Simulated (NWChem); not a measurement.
Correlation energy of fluoroethane (C$_{2}$H$_{5}$F)

```xyz
8

C     -1.1771     0.2668     0.0000
C      0.3188     0.4478     0.0000
F      0.9482    -0.7739     0.0000
H     -1.6835     1.2440     0.0000
H     -1.5017    -0.2907    -0.8912
H     -1.5017    -0.2907     0.8912
H      0.6514     1.0072     0.8922
H      0.6514     1.0072    -0.8922
```
Charge 0, spin multiplicity 1.

Program: NWChem. Structure: optimised with PBE0/def2-SVP, a minimum by its harmonic frequencies.

Basis set: 6-311G**. Each correlation energy counts from its own Hartree-Fock reference.

The correlated methods keep 3 core orbitals frozen. The Pople sets run with spherical d functions. Coupled-cluster values serve here as a point of comparison, not as the truth.

Question: Order these methods by the correlation energy they give, lowest first: MP2, SCS-MP2, CR-CCSD[T], CCSD, CCSD+T(CCSD).

Answer: CCSD+T(CCSD) (-556.6 mHa), CR-CCSD[T] (-553.4 mHa), CCSD (-541.5 mHa), MP2 (-510.2 mHa), SCS-MP2 (-506.9 mHa)
